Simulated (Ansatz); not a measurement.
`O[Si]Cl` + HBr → `Cl[Si]Br` + H₂O at 700 K and 1 bar (ligand exchange at the Si–O bond).

Computed with Ansatz on PBE0-D4/def2-TZVP structures; ΔE is electronic, products minus reactants. CCSD(T)/CBS is the MP2 limit (def2-TZVPP, def2-QZVPP) plus CCSD(T) − MP2 in def2-TZVPP, frozen cores. This one scheme is used for every species. For Br outer-core shells are correlated without core-valence functions, which leaves a few kJ/mol of doubt a bond. Scalar relativity is left out up to krypton. One conformer a species, not always the lowest.

| species | CCSD(T)/CBS energy (Eh) | H − E (kJ/mol) | S (J/(mol·K)) |
| --- | --- | --- | --- |
| `O[Si]Cl` | -824.69782 | 79.3 | 333.7 |
| HBr | -2573.91920 | 36.5 | 223.7 |
| `Cl[Si]Br` | -3322.23177 | 41.7 | 346.5 |
| H₂O | -76.37941 | 80.5 | 218.4 |

H − E and S are ideal-gas, rigid-rotor, harmonic terms from PBE0-D4/def2-TZVP, for one conformer and one mirror image of each species. 1 Eh = 2625.50 kJ/mol, R = 8.31446 J/(mol·K).

Problem. By hand: ΔE, ΔH, ΔS and ΔG.

Solution. ΔE = (-3322.23177) + (-76.37941) − (-824.69782) − (-2573.91920) = 0.00584 Eh = 15.3 kJ/mol. Δ(H − E) = 41.7 + 80.5 − 79.3 − 36.5 = 6.4, so ΔH = 21.7 kJ/mol. ΔS = 346.5 + 218.4 − 333.7 − 223.7 = 7.5 J/(mol·K). ΔG = 21.7 − 700 × (7.5)/1000 = 16.4 kJ/mol.

Problem. By hand: the equilibrium constant, and the temperature at which ΔG would vanish if ΔH and ΔS stayed fixed.

Solution. log₁₀ K = −ΔG/(RT ln 10) = -1.2. ΔG = 0 at ΔH/ΔS = 2893 K, far beyond where these terms or the molecules hold.

The number of gas molecules stays the same, so ΔS is small and ΔH decides. A doubt of 5 kJ/mol in ΔE shifts log₁₀ K by 0.4 here. Other conformers and mirror images would add mixing entropy, several J/(mol·K) or more a flexible species. These are equilibria of isolated gas molecules and say nothing of rates. Largest T1 diagnostic: 0.014 (customary marks: 0.02 for closed shells, 0.045 for open ones).
